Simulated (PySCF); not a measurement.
PySCF job for methoxy(methylsulfanyl)methane (C₃H₈OS), SMILES COCSC, SMD-PBE0/6-31G*. The structure is a stationary point at r2SCAN-D4/def2-SVP. Other conformers were not sampled.

```python
import numpy as np
from pyscf import gto, scf, dft
from pyscf.solvent import smd

mol = gto.M(
    atom='''
    C     1.60108209   -1.21383998    0.14624306
    O     1.63126257    0.14520642    0.50351131
    C     0.38355956    0.69256594    0.77630204
    S    -0.81283661    0.75512748   -0.62172788
    C    -1.83348712   -0.71042458   -0.28877487
    H     1.09064408   -1.82878568    0.91672415
    H     1.08769840   -1.36257580   -0.82239842
    H     2.64203654   -1.55244793    0.05334873
    H     0.55961569    1.73767820    1.06956507
    H    -0.12846731    0.16259994    1.60797506
    H    -2.24493020   -0.68232209    0.73228004
    H    -1.28571155   -1.65263565   -0.44180281
    H    -2.67252750   -0.67501042   -0.99875738
    ''',
    basis='6-31G*',
    charge=0,
    spin=0,
    max_memory=1600,
    verbose=3,
)
mf = dft.RKS(mol, xc='pbe0').density_fit(auxbasis='def2-universal-jkfit')
mf.grids.level = 3
mf.conv_tol = 1e-9
mf.max_cycle = 100
mf.kernel()
res = {}
for name in ['water', 'acetonitrile', 'tetrahydrofuran']:
    s = mf.SMD()
    s.with_solvent.solvent, s.with_solvent.sasa_ng = name, 194
    s.kernel(mf.make_rdm1())
    res[name] = (s.e_tot, s.with_solvent.get_cds(), s.dip_moment(), s.mo_energy, s.converged)
    print(f'SMD {name}: dG(solv) = {(s.e_tot - mf.e_tot) * 627.509474:.3f} kcal/mol, of which CDS {res[name][1] * 627.509474:.3f}')
```

It prints:

```
converged SCF energy = -592.134390628871
converged SCF energy = -592.138831395363
Dipole moment(X, Y, Z, Debye): -1.29302, -2.66858,  1.51067
SMD water: dG(solv) = -2.787 kcal/mol, of which CDS 3.631
converged SCF energy = -592.142372984907
Dipole moment(X, Y, Z, Debye): -1.11318, -2.56876,  1.51007
SMD acetonitrile: dG(solv) = -5.009 kcal/mol, of which CDS -0.107
converged SCF energy = -592.141531980154
Dipole moment(X, Y, Z, Debye): -1.05244, -2.44943,  1.41264
SMD tetrahydrofuran: dG(solv) = -4.481 kcal/mol, of which CDS -0.576
```

Self-consistency was reached.

Cost: very roughly 110 core-seconds.
